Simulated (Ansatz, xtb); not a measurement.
## C4H8O4: which of two isomers lies lower

Structure X is `COC(=O)OCCO`, a singlet and structure Y is `COCOC(=O)OC`, a singlet. Both are isolated molecules in the gas phase, relaxed with B3LYP-D3(BJ)/def2-SVP, each in the lowest conformer that the search found.

Quicker runs give these differences E(Y) − E(X): GFN2-xTB +1.9 kcal/mol; HF/STO-3G −3.0 kcal/mol (at GFN2-xTB geometries); r2SCAN-D4/def2-SVP +6.4 kcal/mol (at GFN2-xTB geometries).

Problem. Estimate which is lower in electronic energy at CCSD(T)/def2-SVP + ΔMP2/def2-TZVPP, and by roughly how much.

Solution. The CCSD(T)/def2-SVP + ΔMP2/def2-TZVPP calculation puts structure X lower, by 7.2 kcal/mol.

The same difference at several levels:

```tsv
level	geometry	E(Y) − E(X) (kcal/mol)	departure from the last row (kcal/mol)	job, with rough time for the two
GFN2-xTB	GFN2-xTB	+1.9	−5.3	optimisation, 0.16 s
HF/STO-3G	GFN2-xTB	−3.0	−10.2	single point, 0.44 s
r2SCAN-D4/def2-SVP	GFN2-xTB	+6.4	−0.8	single point, 4.2 s
B3LYP-D3(BJ)/def2-SVP	B3LYP-D3(BJ)/def2-SVP	+7.0	−0.2	optimisation, 55 s
HF/def2-SVP	B3LYP-D3(BJ)/def2-SVP	+4.2	−3.0	part of the CCSD(T) run
MP2/def2-SVP	B3LYP-D3(BJ)/def2-SVP	+7.5	+0.3	part of the CCSD(T) run
CCSD(T)/def2-SVP	B3LYP-D3(BJ)/def2-SVP	+6.8	−0.4	single point
CCSD(T)/def2-SVP + ΔMP2/def2-TZVPP	B3LYP-D3(BJ)/def2-SVP	+7.2		single point, 2.3 min
```

As drawn, Y has 1 C–O, 1 C–H in place of 1 C–C, 1 O–H.

HF/STO-3G puts the two in the other order. The largest departure from CCSD(T)/def2-SVP + ΔMP2/def2-TZVPP is that of HF/STO-3G, 10.2 kcal/mol. A small imaginary or near-zero mode remains, so no thermal terms are given. The last row adds to CCSD(T) the change of the MP2 difference between the two basis sets, here +0.4 kcal/mol.

The correlated steps freeze 8 core orbitals. Codes used: Ansatz 0.2.0, xtb 6.7.1; the last row on 4 threads of Arm Neoverse V1 on a shared host.
